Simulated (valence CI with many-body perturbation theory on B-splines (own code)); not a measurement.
Au⁷¹⁺: electric-dipole lines

Calculated by configuration interaction combined with many-body perturbation theory (CI+MBPT): six valence electrons over a frozen Dirac-Fock core [He], radial functions for each j: 9 s, 9 p, 8 d, 6 f, 3 g, 1 h, with the one-electron correlation potential Σ1 (screened to all orders), the two-electron term Σ2, the three-electron term Σ3, Breit, model QED; selected single and double excitations, second order for the rest, scaled by the run's own slope (own B-spline code, finite nucleus).

The last digits are not significant, and no measured levels were compared; by estimate large intervals hold to a few tenths of a per cent, small ones and those within an open d or f shell to about a per cent. Among the levels kept, up to 1900 cm⁻¹ of a level comes from second order outside the variational space, and about a tenth of that is noise between levels of different J, which matters for small intervals.

Lines 51 to 100 of 197 in falling wavelength, among levels below 12429 eV, chosen from the strongest by gf and those to the six lowest levels. Wavelengths and rates use the calculated energies. Electric multipoles are in the length gauge with retardation, E1 and E2 with the static RPA response of the core. Weak lines are less certain than strong ones. Lines between different terms over intervals too small for the method are left out, as are lines whose strength nearly cancels. The highest levels of a list are the least certain.

Levels are named by their leading jj configuration (3d3/2^4 stands for four electrons in 3d with j = 3/2), which in mixed levels can hold well under half, so a name can repeat and another be missing. Letters in brackets count levels of one name in rising energy.

```csv
λ vac (Å),Upper,Lower,A (s⁻¹),log gf,Branch %
29.48,(2s 2p1/2^2 2p3/2^2 3s) J=1 [a],(2s^2 2p1/2 2p3/2^2 3s) J=1 [b],3.60e+10,-1.85,0.0
28.64,(2s 2p1/2^2 2p3/2^3) J=2,(2s^2 2p1/2 2p3/2^3) J=2,4.68e+10,-1.54,0.2
28.60,(2s 2p1/2^2 2p3/2^2 3p1/2) J=1 [a],(2s^2 2p1/2 2p3/2^2 3p1/2) J=1 [b],4.56e+10,-1.77,0.0
28.54,(2s 2p1/2^2 2p3/2^2 3p1/2) J=0,(2s^2 2p1/2 2p3/2^2 3p1/2) J=1 [b],1.21e+11,-1.83,0.5
27.79,(2s 2p1/2^2 2p3/2^2 3p1/2) J=1 [b],(2s^2 2p1/2 2p3/2^2 3p1/2) J=2 [b],3.12e+10,-1.97,0.0
27.46,(2s 2p1/2^2 2p3/2^3) J=2,(2s^2 2p1/2 2p3/2^3) J=1,5.51e+10,-1.51,0.3
27.19,(2s 2p1/2 2p3/2^4) J=1,(2s^2 2p3/2^4) J=0,6.45e+10,-1.67,0.2
26.87,(2s 2p1/2^2 2p3/2^2 3s) J=0,(2s^2 2p1/2 2p3/2^2 3s) J=1 [b],7.68e+10,-2.08,0.0
25.70,(2s 2p1/2^2 2p3/2^2 3s) J=1 [b],(2s^2 2p1/2 2p3/2^2 3s) J=2 [b],3.41e+10,-1.99,0.0
25.11,(2s 2p1/2^2 2p3/2^2 3p1/2) J=2 [b],(2s^2 2p1/2 2p3/2^2 3p1/2) J=3,9.60e+10,-1.34,0.0
24.80,(2s 2p1/2^2 2p3/2^2 3s) J=2 [b],(2s^2 2p1/2 2p3/2^2 3s) J=3,6.92e+10,-1.50,0.1
24.39,(2s 2p1/2^2 2p3/2^2 3p1/2) J=1 [b],(2s^2 2p1/2 2p3/2^2 3p1/2) J=2 [a],3.93e+10,-1.98,0.0
23.60,(2s 2p1/2^2 2p3/2^3) J=1,(2s^2 2p1/2 2p3/2^3) J=2,1.36e+11,-1.47,0.3
23.34,(2p1/2^2 2p3/2^4) J=0,(2s 2p1/2 2p3/2^4) J=1,4.48e+11,-1.44,0.6
22.79,(2s 2p1/2^2 2p3/2^3) J=1,(2s^2 2p1/2 2p3/2^3) J=1,3.56e+10,-2.08,0.1
18.50,(2s^2 2p1/2^2 2p3/2 3p3/2) J=1,(2s^2 2p1/2^2 2p3/2 3s) J=1,2.25e+12,-0.46,50.3
18.41,(2s^2 2p1/2^2 2p3/2 3d3/2) J=2,(2s^2 2p1/2^2 2p3/2 3p1/2) J=2,9.45e+11,-0.62,0.5
18.37,(2s^2 2p1/2^2 2p3/2 3d3/2) J=2,(2s^2 2p1/2^2 2p3/2 3p1/2) J=1,9.76e+11,-0.61,0.5
18.25,(2s^2 2p1/2^2 2p3/2 3p3/2) J=3,(2s^2 2p1/2^2 2p3/2 3s) J=2,2.88e+12,0.00,64.2
18.23,(2s^2 2p1/2^2 2p3/2 3p3/2) J=1,(2s^2 2p1/2^2 2p3/2 3s) J=2,5.00e+11,-1.13,11.2
18.17,(2s^2 2p1/2^2 2p3/2 3d3/2) J=3,(2s^2 2p1/2^2 2p3/2 3p1/2) J=2,1.99e+12,-0.16,3.8
18.06,(2s^2 2p1/2^2 2p3/2 3d3/2) J=1,(2s^2 2p1/2^2 2p3/2 3p1/2) J=2,3.61e+11,-1.28,0.1
18.03,(2s^2 2p1/2^2 2p3/2 3d3/2) J=1,(2s^2 2p1/2^2 2p3/2 3p1/2) J=1,1.68e+12,-0.61,0.3
17.90,(2s^2 2p1/2^2 2p3/2 3d3/2) J=0,(2s^2 2p1/2^2 2p3/2 3p1/2) J=1,2.09e+12,-1.00,97.6
17.67,(2s^2 2p1/2^2 2p3/2 3p3/2) J=2,(2s^2 2p1/2^2 2p3/2 3s) J=1,1.66e+12,-0.41,39.7
17.42,(2s^2 2p1/2^2 2p3/2 3p3/2) J=2,(2s^2 2p1/2^2 2p3/2 3s) J=2,1.63e+12,-0.43,39.1
16.96,(2s^2 2p1/2^2 2p3/2 3p3/2) J=0,(2s^2 2p1/2^2 2p3/2 3s) J=1,3.71e+12,-0.80,45.6
8.842,(2s^2 2p3/2^4) J=0,(2s 2p1/2^2 2p3/2^3) J=1,1.01e+11,-2.93,43.8
5.465,(2s 2p1/2^2 2p3/2^2 3s) J=3,(2s^2 2p1/2^2 2p3/2 3s) J=2,5.80e+12,-0.74,9.9
5.448,(2s 2p1/2^2 2p3/2^2 3p1/2) J=2 [a],(2s^2 2p1/2^2 2p3/2 3p1/2) J=2,6.46e+11,-1.84,0.2
5.446,(2s 2p1/2^2 2p3/2^2 3p1/2) J=3,(2s^2 2p1/2^2 2p3/2 3p1/2) J=2,5.61e+12,-0.76,0.8
5.445,(2s 2p1/2^2 2p3/2^2 3p1/2) J=2 [a],(2s^2 2p1/2^2 2p3/2 3p1/2) J=1,5.11e+12,-0.94,1.8
5.409,(2s 2p1/2^2 2p3/2^2 3s) J=2 [a],(2s^2 2p1/2^2 2p3/2 3s) J=1,3.26e+12,-1.15,1.0
5.386,(2s 2p1/2^2 2p3/2^2 3s) J=2 [a],(2s^2 2p1/2^2 2p3/2 3s) J=2,3.42e+12,-1.13,1.1
5.279,(2s 2p1/2^2 2p3/2^3) J=2,(2s^2 2p1/2^2 2p3/2^2) J=2,1.88e+13,-0.41,99.5
5.248,(2s 2p1/2 2p3/2^4) J=0,(2s^2 2p1/2 2p3/2^3) J=1,3.76e+13,-0.81,99.8
5.223,(2s 2p1/2^2 2p3/2^3) J=1,(2s^2 2p1/2^2 2p3/2^2) J=0,1.21e+13,-0.83,25.9
5.210,(2s 2p1/2^2 2p3/2^2 3s) J=1 [a],(2s^2 2p1/2^2 2p3/2 3s) J=1,2.62e+12,-1.49,1.4
5.202,(2s 2p1/2 2p3/2^4) J=1,(2s^2 2p1/2 2p3/2^3) J=2,3.38e+13,-0.39,83.8
5.192,(2s 2p1/2^2 2p3/2^2 3s) J=1 [b],(2s^2 2p1/2^2 2p3/2 3s) J=1,3.31e+13,-0.40,9.0
5.189,(2p1/2^2 2p3/2^4) J=0,(2s 2p1/2^2 2p3/2^3) J=1,7.59e+13,-0.51,99.4
5.188,(2s 2p1/2^2 2p3/2^2 3s) J=1 [a],(2s^2 2p1/2^2 2p3/2 3s) J=2,1.80e+13,-0.66,9.9
5.183,(2s 2p1/2^2 2p3/2^2 3p1/2) J=1 [a],(2s^2 2p1/2^2 2p3/2 3p1/2) J=2,1.70e+13,-0.69,2.4
5.182,(2s 2p1/2^2 2p3/2^2 3p1/2) J=1 [b],(2s^2 2p1/2^2 2p3/2 3p1/2) J=2,6.72e+12,-1.09,0.9
5.180,(2s 2p1/2^2 2p3/2^2 3p1/2) J=1 [a],(2s^2 2p1/2^2 2p3/2 3p1/2) J=1,3.38e+12,-1.39,0.5
5.180,(2s 2p1/2^2 2p3/2^2 3p1/2) J=1 [b],(2s^2 2p1/2^2 2p3/2 3p1/2) J=1,3.17e+13,-0.42,4.2
5.179,(2s 2p1/2^2 2p3/2^2 3p1/2) J=0,(2s^2 2p1/2^2 2p3/2 3p1/2) J=1,2.02e+13,-1.09,84.8
5.178,(2s 2p1/2^2 2p3/2^2 3p1/2) J=2 [b],(2s^2 2p1/2^2 2p3/2 3p1/2) J=2,3.43e+13,-0.16,7.2
5.176,(2s 2p1/2^2 2p3/2^2 3p1/2) J=2 [b],(2s^2 2p1/2^2 2p3/2 3p1/2) J=1,3.73e+12,-1.13,0.8
5.176,(2s 2p1/2^2 2p3/2^2 3s) J=2 [b],(2s^2 2p1/2^2 2p3/2 3s) J=1,5.08e+12,-0.99,5.5
```
